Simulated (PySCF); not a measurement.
Input of a run (PBE0-D3(BJ)/def2-SVP geometry optimisation, gas phase (PySCF 2.14.0)), started from GFN2-xTB:
```
{"job": {"xc": "PBE0", "basis": "def2-SVP", "d3": "d3bj", "grid": 1, "kind": "geom"}, "charge": 0, "multiplicity": 1}
C      2.592835    -0.000571    -0.646193
O      1.372087     0.595603    -0.314173
Si    -0.103454    -0.065628    -0.348101
O     -1.122288     0.954646     0.383317
C     -1.339059     2.308051     0.106534
O     -0.061976    -1.428221     0.521555
C     -1.136769    -2.222476     0.933450
H      2.686638    -0.979291    -0.174315
H      3.391577     0.653015    -0.293348
H      2.674804    -0.120705    -1.729065
H     -0.525311    -0.337036    -1.725439
H     -1.907966     2.420377    -0.819636
H     -1.910026     2.730680     0.934192
H     -0.392562     2.840772     0.006259
H     -1.932448    -1.608924     1.357622
H     -1.538833    -2.786814     0.088561
H     -0.768237    -2.917388     1.689049
```

Output (energies in Eh, forces in Eh/bohr):
```
step   0  E = -634.73998670  max force = 0.014414
step   1  E = -634.74308540  max force = 0.002352
step   2  E = -634.74314291  max force = 0.000916
step   3  E = -634.74317156  max force = 0.000717
step   4  E = -634.74319619  max force = 0.001234
step   5  E = -634.74321488  max force = 0.001053
step   6  E = -634.74322666  max force = 0.000494
step   7  E = -634.74323357  max force = 0.000450
step   8  E = -634.74323938  max force = 0.000460
step   9  E = -634.74324412  max force = 0.000419
optimisation converged
```

Q: Summarise the run.

A: The energy falls by 2.0 kcal/mol over 10 energy and gradient evaluations, the largest force component goes from 0.0144 to 4.2e-04 Eh/bohr, and the atoms move by 0.130 Å rms after alignment. Among the bonds, O2–Si3, Si3–O4 and Si3–O6 change most and about equally (+0.028 Å). Bonds longer at the end by more than 0.005 Å: 13 of 16; shorter: 0. The energy never rose by more than 1e-6 Eh on the way. The first step brought 95 % of the lowering.

Q: What are the final bond lengths?

A: C1–O2 1.400 Å, O2–Si3 1.645 Å, Si3–O4 1.645 Å, O4–C5 1.400 Å, Si3–O6 1.645 Å, O6–C7 1.400 Å, C1–H8 1.104 Å, C1–H9 1.101 Å, C1–H10 1.106 Å, Si3–H11 1.490 Å, C5–H12 1.106 Å, C5–H13 1.101 Å, C5–H14 1.103 Å, C7–H15 1.104 Å, C7–H16 1.106 Å, C7–H17 1.101 Å. Numbering counts from 1 in the input's order; the species is `[SiH](OC)(OC)OC` (trimethoxysilane).

The run used 152 basis functions and 58 SCF cycles in all. Hardware: Arm Neoverse V1, one thread, on a shared host. Cost: 93 s wall.

Whether it is a minimum is left open (no frequencies). The numbers are those of one conformer.

Shape of the structure used: `[CH3:1][O:2][SiH:3]([O:4][CH3:5])[O:6][CH3:7]`: C1–O2–Si3–O4 166°, O2–Si3–O4–C5 48°, O2–Si3–O6–C7 168°.
